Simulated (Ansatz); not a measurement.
H6SeSi2, SMILES `[SiH3][SiH2][SeH]`. Total charge 0; spin multiplicity 1. All single points use the PBE0-D4/def2-TZVP geometry. It is one conformer, not always the lowest.

```xyz
9

Si   -0.238    0.047    1.370
Si   -0.122    0.571   -0.903
Se    1.412   -0.778   -1.934
H    -1.275    0.860    2.062
H     1.083    0.292    2.005
H    -0.585   -1.393    1.512
H    -1.458    0.465   -1.551
H     0.401    1.945   -1.122
H     0.781   -2.010   -1.440
```

(1) What is the dipole moment at r2SCAN/def2-TZVPP? (Estimate.)

(2) And with PBE, B3LYP, ωB97M-V? (Best estimate.)

(3) Give the Mulliken charges with r2SCAN, ωB97M-V, B3LYP in def2-TZVPP. (Estimate.)

Answers

(1) The calculation gave: 0.90 D, with components (-0.69, -0.05, 0.58) D in this frame, pointing from negative to positive charge.

(2) Computed: PBE 0.79 D, B3LYP 0.88 D, ωB97M-V 0.94 D.

(3) Ansatz gave: 
| atom | r2SCAN | ωB97M-V | B3LYP |
| --- | --- | --- | --- |
| Si1 | 0.19 | 0.06 | 0.17 |
| Si2 | 0.24 | 0.12 | 0.22 |
| Se3 | -0.19 | -0.19 | -0.17 |
| H4 | -0.06 | -0.02 | -0.06 |
| H5 | -0.05 | -0.01 | -0.05 |
| H6 | -0.06 | -0.02 | -0.06 |
| H7 | -0.07 | -0.01 | -0.06 |
| H8 | -0.06 | -0.01 | -0.05 |
| H9 | 0.07 | 0.07 | 0.05 |

B3LYP here is the variant with VWN-RPA as its local correlation; programs differ in this.
